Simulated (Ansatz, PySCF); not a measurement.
Species: C₄H₉O (charge 0, doublet). SMILES: C[C](C)CO
Structure (B3LYP-D3(BJ)/def2-TZVP (Ansatz, a first-principles code) minimum search):
```xyz
14

C     -1.6952    -0.8016    -0.3314
C     -0.4756     0.0081    -0.0631
C     -0.4707     1.4530    -0.4183
C      0.8195    -0.7054     0.0899
O      1.7387     0.0865     0.8451
H     -2.6006    -0.2652    -0.0361
H     -1.6756    -1.7579     0.1962
H     -1.8097    -1.0309    -1.4038
H     -0.3892     1.5972    -1.5089
H      0.3693     1.9722     0.0409
H     -1.3992     1.9400    -0.1102
H      0.6523    -1.6753     0.5763
H      1.2530    -0.9198    -0.9066
H      2.6219    -0.2772     0.7284
```
Charge 0, spin multiplicity 2.

Unscaled harmonic wavenumbers (cm⁻¹) in rising order, each level at the stationary point that it reaches from this structure (no distance between atoms moves by over 0.3 Å); the order of modes can differ between levels, and a negative number is imaginary. B3LYP-D3(BJ)/def2-TZVP (PySCF, at the structure above): 68, 120, 126, 227, 246, 301, 367, 499, 772, 925, 944, 978, 1003, 1051, 1069, 1207, 1232, 1294, 1327, 1396, 1410, 1446, 1468, 1473, 1487, 1493, 1498, 2860, 2924, 2931, 2981, 3036, 3048, 3081, 3116, 3813.

HF/3-21G (Ansatz): 99, 154, 164, 242, 273, 307, 379, 518, 784, 1008, 1050, 1066, 1087, 1131, 1195, 1261, 1342, 1382, 1412, 1558, 1568, 1591, 1649, 1653, 1664, 1672, 1686, 3102, 3131, 3139, 3180, 3213, 3223, 3250, 3309, 3877. Zero-point energy 81.9 against 76.1 kcal/mol; where all levels lie over 400 cm⁻¹, the wavenumbers are on average 1.082 times those of B3LYP-D3(BJ)/def2-TZVP.

HF/6-31G* (Ansatz): 80, 138, 148, 257, 280, 319, 384, 529, 815, 1017, 1034, 1063, 1082, 1182, 1198, 1299, 1363, 1397, 1433, 1553, 1567, 1610, 1623, 1627, 1638, 1644, 1665, 3098, 3137, 3145, 3183, 3224, 3234, 3262, 3304, 4119. Zero-point energy 82.4 against 76.1 kcal/mol; where all levels lie over 400 cm⁻¹, the wavenumbers are on average 1.088 times those of B3LYP-D3(BJ)/def2-TZVP.
